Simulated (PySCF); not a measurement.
Ga(Cl)(Br)(OH) (BrClGaHO), SMILES [OH][Ga]([Cl])[Br]. Atoms are numbered in the order given.

```xyz
5

Ga     0.3292     0.4910     0.0000
Cl    -1.1469     2.0335     0.0000
Br    -0.2648    -1.6843     0.0000
O      2.0443     0.9119     0.0000
H      2.2060     1.8625     0.0000
```
Charge 0, spin multiplicity 1.

Coordinates come from a PBE0-D3(BJ)/def2-SVP optimisation. The structure was generated by enumeration; whether it is a known compound was not checked. The values are those of a single conformer.

Method: TDA-PBE/def2-SVPD (PySCF).

Vertical excitations. Isolated molecule, no solvent. State labels are in the subgroup Cs.

Task: Estimate the UV-visible absorptions. (The exact figures need the calculation; the answer reports its results.)

Result: 
| state | symmetry | energy (eV) | λ (nm) | f | main pairs |
|---|---|---|---|---|---|
| S1 | A' | 5.00 | 248 | 0.016 | HOMO→LUMO 99 % |
| S2 | A" | 5.08 | 244 | 0.002 | HOMO−1→LUMO 100 % |
| S3 | A" | 5.37 | 231 | 0.001 | HOMO−2→LUMO 100 % |
| S4 | A' | 5.49 | 226 | 0.031 | HOMO−3→LUMO 92 % |
| S5 | A" | 5.75 | 216 | 0.000 | HOMO→LUMO+1 100 % |
| S6 | A" | 6.12 | 203 | 0.049 | HOMO−4→LUMO 98 % |
| S7 | A' | 6.19 | 200 | 0.016 | HOMO−1→LUMO+1 53 %, HOMO−2→LUMO+1 23 %, HOMO−5→LUMO 14 % |
| S8 | A" | 6.21 | 200 | 0.000 | HOMO−3→LUMO+1 99 % |
| S9 | A' | 6.26 | 198 | 0.040 | HOMO−5→LUMO 47 %, HOMO−1→LUMO+1 25 %, HOMO−2→LUMO+1 18 %, HOMO−6→LUMO 9 % |
| S10 | A' | 6.97 | 178 | 0.135 | HOMO−2→LUMO+1 35 %, HOMO−5→LUMO 21 %, HOMO−4→LUMO+1 20 % |
| T1 | A' | 4.66 | 266 | 0 | HOMO→LUMO 100 % |
| T2 | A" | 4.78 | 259 | 0 | HOMO−1→LUMO 100 % |
| T3 | A" | 5.08 | 244 | 0 | HOMO−2→LUMO 99 % |
| T4 | A' | 5.08 | 244 | 0 | HOMO−3→LUMO 99 % |
Triplets are in the Tamm–Dancoff approximation.
